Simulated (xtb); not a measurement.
p-cresol (C7H8O), singlet, from a rough starting geometry; GFN2-xTB in xtb.

The xtb input:
```
$ xtb mol.xyz --gfn 2 --opt vtight --json

# file mol.xyz
16

C     -2.43295112     0.05625789     0.26126996
C     -0.92841754     0.07120666     0.14207414
C     -0.08414785     0.63327143     0.90408941
C      1.27991960     0.63531746     0.79002290
C      1.75825324    -0.10777661    -0.34957137
O      3.12750513    -0.20586114    -0.58062815
C      0.93319635    -0.73609220    -1.15868500
C     -0.44414865    -0.70762286    -0.95514901
H     -2.93269382    -0.83586501    -0.06410687
H     -2.73988571     0.23272130     1.36864325
H     -2.85543681     0.96329583    -0.24371799
H     -0.49506365     1.21587270     1.84886685
H      1.93426152     1.15701300     1.49553023
H      3.60737232     0.34733513     0.11873551
H      1.33663523    -1.30062731    -1.98522297
H     -1.06195660    -1.26438654    -1.66623844
```

It wrote (shortened):

```
   ID    Z sym.   atoms
    1    6 C      1-5, 7, 8
    2    8 O      6
    3    1 H      9-16

           -------------------------------------------------
          |                Calculation Setup                |
           -------------------------------------------------

           -------------------------------------------------
          |                 G F N 2 - x T B                 |
           -------------------------------------------------

          ...................................................
          :                      SETUP                      :
          :.................................................:
          :  # basis functions                  40          :
          :  # atomic orbitals                  40          :
          :  # shells                           24          :
          :  # electrons                        42          :
          :  max. iterations                   250          :
          :  Hamiltonian                  GFN2-xTB          :
          :  restarted?                      false          :
          :  GBSA solvation                  false          :
          :  PC potential                    false          :
          :  electronic temp.          300.0000000     K    :
          :  accuracy                    1.0000000          :
          :  -> integral cutoff          0.2500000E+02      :
          :  -> integral neglect         0.1000000E-07      :
          :  -> SCF convergence          0.1000000E-05 Eh   :
          :  -> wf. convergence          0.1000000E-03 e    :
          :  Broyden damping             0.4000000          :
          :  net charge                          0          :
          :  unpaired electrons                  0          :
          ...................................................

 iter      E             dE          RMSdq      gap      omega  full diag
   1    -23.4476042 -0.234476E+02  0.377E+00    3.85       0.0  T
   2    -23.4672373 -0.196330E-01  0.217E+00    3.87       1.0  T
   3    -23.4658691  0.136813E-02  0.800E-01    3.81       1.0  T
   4    -23.4688418 -0.297263E-02  0.277E-01    3.89       1.0  T
   5    -23.4692779 -0.436179E-03  0.956E-02    3.89       1.0  T
   6    -23.4693663 -0.883209E-04  0.476E-02    3.88       1.0  T
   7    -23.4693772 -0.109677E-04  0.131E-02    3.88       1.9  T
   8    -23.4693777 -0.418287E-06  0.542E-03    3.88       4.6  T
   9    -23.4693778 -0.148461E-06  0.181E-03    3.88      13.8  T
  10    -23.4693778 -0.606239E-08  0.651E-04    3.88      38.4  T
  11    -23.4693778 -0.144095E-08  0.205E-04    3.88     121.8  T

   *** convergence criteria satisfied after 11 iterations ***

         :::::::::::::::::::::::::::::::::::::::::::::::::::::
         ::                     SUMMARY                     ::
         :::::::::::::::::::::::::::::::::::::::::::::::::::::
         :: total energy             -23.085925821938 Eh    ::
         :: gradient norm              0.296371358534 Eh/a0 ::
         :: HOMO-LUMO gap              3.880734052257 eV    ::
         ::.................................................::
         :: SCC energy               -23.469366228751 Eh    ::
         :: -> isotropic ES            0.023428064543 Eh    ::
         :: -> anisotropic ES          0.003921704766 Eh    ::
         :: -> anisotropic XC          0.011032114383 Eh    ::
         :: -> dispersion             -0.011692195565 Eh    ::
         :: repulsion energy           0.383440406813 Eh    ::
         :: add. restraining           0.000000000000 Eh    ::
         :: total charge               0.000000000000 e     ::
         :::::::::::::::::::::::::::::::::::::::::::::::::::::

      -----------------------------------------------------------
     |                   =====================                   |
     |                        A N C O P T                        |
     |                   =====================                   |
     |               Approximate Normal Coordinate               |
     |                Rational Function Optimizer                |
      -----------------------------------------------------------
      -----------------------------------------------------------
     |                   =====================                   |
     |                        A N C O P T                        |
     |                   =====================                   |
     |               Approximate Normal Coordinate               |
     |                Rational Function Optimizer                |
      -----------------------------------------------------------

          ...................................................
          :                      SETUP                      :
          :.................................................:
          :   optimization level         verytight          :
          :   max. optcycles                   320          :
          :   ANC micro-cycles                  20          :
          :   degrees of freedom                42          :
          :.................................................:
          :   RF solver                   davidson          :
          :   write xtbopt.log                true          :
          :   linear?                        false          :
          :   energy convergence         0.1000000E-06 Eh   :
          :   grad. convergence          0.2000000E-03 Eh/α :
          :   maxmium RF displ.          1.0000000          :
          :   Hlow (freq-cutoff)         0.1000000E-01      :
          :   Hmax (freq-cutoff)         5.0000000          :
          :   S6 in model hess.         20.0000000          :
          ...................................................

generating ANC from exact Hessian ...
Using Lindh-Hessian (1995)
 Shifting diagonal of input Hessian by    6.0913337166868566E-003
 Lowest  eigenvalues of input Hessian
    0.000000    0.000000    0.000000    0.000000    0.000000    0.000000
[...]
 * total energy  :   -23.0859258 Eh     change       -0.1936407E-09 Eh
 * total energy  :   -23.1186433 Eh     change       -0.3271751E-01 Eh
 * total energy  :   -23.1239624 Eh     change       -0.5319084E-02 Eh
 * total energy  :   -23.1242865 Eh     change       -0.3241103E-03 Eh
 * total energy  :   -23.1243538 Eh     change       -0.6726848E-04 Eh
 * total energy  :   -23.1243616 Eh     change       -0.7788881E-05 Eh
 * total energy  :   -23.1243636 Eh     change       -0.1974328E-05 Eh
 * total energy  :   -23.1243640 Eh     change       -0.4284770E-06 Eh
 * total energy  :   -23.1243641 Eh     change       -0.7770242E-07 Eh
   *** GEOMETRY OPTIMIZATION CONVERGED AFTER 9 ITERATIONS ***
         :: total energy             -23.124364062832 Eh    ::
[...]
           -------------------------------------------------

    * Orbital Energies and Occupations

         #    Occupation            Energy/Eh            Energy/eV
      -------------------------------------------------------------
         1        2.0000           -0.7059241             -19.2092
       ...           ...                  ...                  ...
         9        2.0000           -0.5314952             -14.4627
        10        2.0000           -0.5182604             -14.1026
        11        2.0000           -0.5039734             -13.7138
        12        2.0000           -0.4892518             -13.3132
        13        2.0000           -0.4881446             -13.2831
        14        2.0000           -0.4797604             -13.0549
        15        2.0000           -0.4754679             -12.9381
        16        2.0000           -0.4535813             -12.3426
        17        2.0000           -0.4449995             -12.1091
        18        2.0000           -0.4348587             -11.8331
        19        2.0000           -0.4176137             -11.3638
        20        2.0000           -0.4011695             -10.9164
        21        2.0000           -0.3738709             -10.1735 (HOMO)
        22                         -0.2195059              -5.9731 (LUMO)
        23                         -0.2076386              -5.6501
        24                         -0.0852911              -2.3209
        25                          0.0704091               1.9159
        26                          0.1076375               2.9290
        27                          0.1361257               3.7042
        28                          0.1561674               4.2495
        29                          0.1687122               4.5909
        30                          0.1827692               4.9734
        31                          0.2007723               5.4633
        32                          0.2148435               5.8462
       ...                                ...                  ...
        40                          0.6656486              18.1132
      -------------------------------------------------------------
                  HL-Gap            0.1543650 Eh            4.2005 eV
             Fermi-level           -0.2966884 Eh           -8.0733 eV

     #   Z          covCN         q      C6AA      α(0)
     1   6 C        3.757    -0.109    22.628     6.782
     2   6 C        2.965     0.007    27.865     8.659
     3   6 C        2.926    -0.041    29.007     8.832
     4   6 C        2.917    -0.072    29.783     8.949
     5   6 C        2.847     0.141    24.926     8.182
     6   8 O        1.659    -0.397    20.781     6.154
     7   6 C        2.918    -0.055    29.364     8.886
     8   6 C        2.926    -0.040    28.995     8.831
     9   1 H        0.925     0.042     2.417     2.431
    10   1 H        0.925     0.042     2.427     2.436
    11   1 H        0.924     0.046     2.373     2.409
    12   1 H        0.926     0.032     2.562     2.503
    13   1 H        0.925     0.023     2.682     2.561
    14   1 H        0.805     0.297     0.731     1.343
    15   1 H        0.926     0.048     2.349     2.397
    16   1 H        0.926     0.035     2.514     2.480

 Mol. C6AA /au·bohr⁶  :       2809.840997
 Mol. C8AA /au·bohr⁸  :      66849.046940
 Mol. α(0) /au        :         83.835238

Wiberg/Mayer (AO) data.
largest (>0.10) Wiberg bond orders for each atom

 ---------------------------------------------------------------------------
     #   Z sym  total        # sym  WBO       # sym  WBO       # sym  WBO
 ---------------------------------------------------------------------------
     1   6 C    3.996 --     2 C    1.024    10 H    0.983     9 H    0.982
                            11 H    0.969
     2   6 C    3.989 --     3 C    1.414     8 C    1.401     1 C    1.024
     3   6 C    3.992 --     4 C    1.445     2 C    1.414    12 H    0.970
                             7 C    0.108
     4   6 C    3.987 --     3 C    1.445     5 C    1.378    13 H    0.967
                             8 C    0.105
     5   6 C    3.937 --     4 C    1.378     7 C    1.363     6 O    1.065
     6   8 O    2.111 --     5 C    1.065    14 H    0.891
     7   6 C    3.989 --     8 C    1.462     5 C    1.363    15 H    0.968
                             3 C    0.108
     8   6 C    3.992 --     7 C    1.462     2 C    1.401    16 H    0.969
                             4 C    0.105
     9   1 H    0.998 --     1 C    0.982
    10   1 H    0.998 --     1 C    0.983
    11   1 H    0.997 --     1 C    0.969
    12   1 H    0.999 --     3 C    0.970
    13   1 H    0.999 --     4 C    0.967
    14   1 H    0.912 --     6 O    0.891
    15   1 H    0.997 --     7 C    0.968
    16   1 H    0.999 --     8 C    0.969
 ---------------------------------------------------------------------------

Topologies differ in total number of bonds
Writing topology from bond orders to xtbtopo.mol

molecular dipole:
                 x           y           z       tot (Debye)
 q only:       -0.176       0.224       0.318
   full:       -0.124       0.363       0.496       1.594
molecular quadrupole (traceless):
                xx          xy          yy          xz          yz          zz
 q only:        2.363       2.611      -1.213       3.506       0.799      -1.150
  q+dip:        3.071       4.079      -2.372       5.383       3.369      -0.700
   full:        2.608       3.939      -1.517       5.408       1.671      -1.090

optimized geometry written to: xtbopt.xyz

           -------------------------------------------------
          | TOTAL ENERGY              -23.124364062832 Eh   |
          | GRADIENT NORM               0.000093252610 Eh/α |
          | HOMO-LUMO GAP               4.200485645892 eV   |
           -------------------------------------------------

normal termination of xtb
```
